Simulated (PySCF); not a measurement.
Job file and geometry (Å, from PBE0-D3(BJ)/def2-SVP) of an NMR shielding run on `C(CC(C)C)S(=O)(=O)O`, C5H12O3S, GIAO HF/pcSseg-1 NMR shielding, non-relativistic, gas phase (PySCF); density fitting, a coarse starting grid and PySCF grid level 2 are the driver's defaults:

```
{"job": {"kind": "nmr", "xc": "HF", "basis": "pcSseg-1", "pop": false}, "charge": 0, "multiplicity": 1}
C     -1.558373    -0.298178    -1.146298
C     -1.046947     0.721343    -0.135721
C     -2.191615     1.497015     0.504667
C     -0.185354     0.084555     0.959072
C      1.008893    -0.734030     0.493233
S      2.123198     0.239308    -0.503533
O      2.439024     1.454013     0.215872
O      1.679416     0.278481    -1.890825
O      3.438816    -0.721947    -0.478923
H     -0.734905    -0.753020    -1.715731
H     -2.132071    -1.099134    -0.649306
H     -2.225242     0.182811    -1.877765
H     -0.415521     1.445931    -0.679987
H     -2.789594     2.019902    -0.256923
H     -2.868703     0.822170     1.054930
H     -1.819481     2.251222     1.215427
H      0.182910     0.872862     1.634538
H     -0.813286    -0.586275     1.571797
H      0.739012    -1.603681    -0.122599
H      1.617500    -1.078213     1.341754
H      3.630035    -0.944460    -1.403179
```

Q: Write the output of this run.

A: 
```
final grid: 165880 points
cycle   1  E = -818.0180000751  dE =  2.472e+00  |g| = 1.078e+00  |ddm| = 4.035e+00
cycle   2  E = -818.1699542916  dE = -1.520e-01  |g| = 7.571e-01  |ddm| = 1.340e+00
cycle   3  E = -818.2719694662  dE = -1.020e-01  |g| = 9.759e-02  |ddm| = 5.578e-01
cycle   4  E = -818.2744912944  dE = -2.522e-03  |g| = 2.992e-02  |ddm| = 1.104e-01
cycle   5  E = -818.2746873695  dE = -1.961e-04  |g| = 8.565e-03  |ddm| = 2.810e-02
cycle   6  E = -818.2747043140  dE = -1.694e-05  |g| = 1.855e-03  |ddm| = 7.704e-03
cycle   7  E = -818.2747060856  dE = -1.772e-06  |g| = 5.910e-04  |ddm| = 3.030e-03
cycle   8  E = -818.2747062755  dE = -1.899e-07  |g| = 2.075e-04  |ddm| = 1.009e-03
cycle   9  E = -818.2747063005  dE = -2.502e-08  |g| = 7.355e-05  |ddm| = 4.126e-04
cycle  10  E = -818.2747063025  dE = -1.978e-09  |g| = 2.962e-05  |ddm| = 1.080e-04
cycle  11  E = -818.2747063028  dE = -2.967e-10  |g| = 8.093e-06  |ddm| = 4.227e-05
converged SCF energy = -818.2747063028

GIAO shielding tensors (ppm)
atom      isotropic    diamagn.    paramagn.     s11        s22        s33       span
  0 C      171.447     248.128     -76.682    159.867    165.221    189.251     29.384
  1 C      169.532     246.491     -76.959    165.704    169.070    173.822      8.118
  2 C      166.970     244.396     -77.426    150.272    159.544    191.094     40.822
  3 C      162.210     250.106     -87.896    149.999    157.402    179.230     29.231
  4 C      141.974     254.674    -112.701    117.300    132.287    176.333     59.033
  5 S      183.396    1048.664    -865.268     62.400    168.391    319.397    256.998
  6 O      137.954     400.463    -262.508     89.161    126.484    198.218    109.057
  7 O      129.793     403.201    -273.407     74.059    133.981    181.340    107.281
  8 O      148.364     391.761    -243.397     63.130     83.679    298.283    235.153
  9 H       30.034      32.828      -2.793     24.074     30.405     35.625     11.551
 10 H       31.386      32.033      -0.647     27.925     28.437     37.795      9.871
 11 H       30.637      31.308      -0.671     26.129     27.811     37.971     11.841
 12 H       30.227      34.942      -4.715     25.341     29.970     35.370     10.029
 13 H       30.520      29.392       1.128     25.761     27.737     38.063     12.302
 14 H       31.010      30.025       0.984     27.161     28.620     37.248     10.088
 15 H       30.562      29.848       0.715     25.464     28.546     37.678     12.214
 16 H       29.789      34.226      -4.437     24.565     29.653     35.148     10.583
 17 H       30.800      33.777      -2.977     25.784     29.811     36.806     11.022
 18 H       28.947      33.278      -4.331     25.455     28.820     32.566      7.111
 19 H       28.805      30.942      -2.137     23.817     28.326     34.271     10.454
 20 H       26.966      27.604      -0.639     21.037     22.795     37.065     16.027
```

Q: Turn these shieldings into chemical shifts. References, each an isolated molecule treated in the same way: TMS for 13C (σref 190.85) and 1H (σref 31.69); 33S (σref 513.52) against CS2; 17O (σref 333.31) vs H2O.

A: Averaging equivalent atoms: C 4: 48.9; C 3: 28.6; C 0/2: 21.6; C 1: 21.3; S 5: 330; O 6/7: 199.4; O 8: 185.0; H 20: 4.72; H 18/19: 2.81; H 12: 1.46; H 16/17: 1.39; H 9/10/11/13/14/15: 0.99 ppm. Experimental scales use liquid or dissolved standards, which lie at an offset from isolated H2O (liquid H2O: subtract about 36 ppm).

Size and cost of the density-fitted run: 220 basis functions, 18 s wall time on 1 thread of an Arm Neoverse V2, shared host.
